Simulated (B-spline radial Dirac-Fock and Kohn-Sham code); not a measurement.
**Binding energies of I at several levels of theory**

System: neutral iodine, configuration [Kr] 4d10 5s2 5p5.

The density-functional columns are spherical, spin-unpolarised Dirac-Kohn-Sham results without Breit or QED terms: −ε is minus the orbital energy of the initial state and ΔSCF the difference of two total energies. The reference in the last column comes from Dirac-Fock energy differences between relaxed states, corrected for Breit and QED terms. All numbers are from a radial B-spline solver, in eV; a selection of levels is shown. For the 1s level of heavy atoms much of the gap between ΔSCF and the reference is the Breit and QED part, -116.1 eV here; for other levels the error of the functional can be larger.

```
level   PBE −ε  PBE ΔSCF   LDA −ε  LDA ΔSCF  PBE0 −ε  Dirac-Fock
    K  32958.1   33319.5  32921.4   33281.8  33058.9     33176.6
   L1   5090.4    5154.1   5085.8    5149.7   5131.3      5203.3
   L2   4776.2    4856.1   4774.4    4854.4   4811.0      4861.5
   L3   4477.5    4551.9   4476.1    4550.6   4512.0      4566.6
   M1   1027.4    1048.6   1026.0    1047.3   1046.7      1084.2
   M2    897.5     919.4    897.0     919.0    914.0       942.9
   M3    841.3     862.4    840.9     862.0    857.3       886.2
   M4    612.3     636.0    612.5     636.3    624.2       639.7
   M5    600.5     623.9    600.7     624.1    612.3       628.2
   N1    180.4     189.8    180.0     189.4    188.5       204.6
   N2    135.1     144.1    134.9     144.0    141.6       153.5
   N4    51.24     59.27    51.31     59.35    54.76       58.73
   N5    49.53     57.48    49.58     57.55    53.01       57.03
   O1    17.38     22.09    17.63     22.35    19.34       22.88
 O2,3     7.11     11.16     7.27     11.33     7.96       10.27
```

**Question.** Order the estimates of the K (1s) level by their distance from the Dirac-Fock value, nearest first.
A. PBE0 −ε
B. LDA −ε
C. LDA ΔSCF
D. PBE −ε
E. PBE ΔSCF

**Answer.** C (105.2 eV), A (117.7 eV), E (142.9 eV), D (218.4 eV), B (255.1 eV).

Values without a named source are computed, but for edge energies of neutral atoms, which are taken from tables.
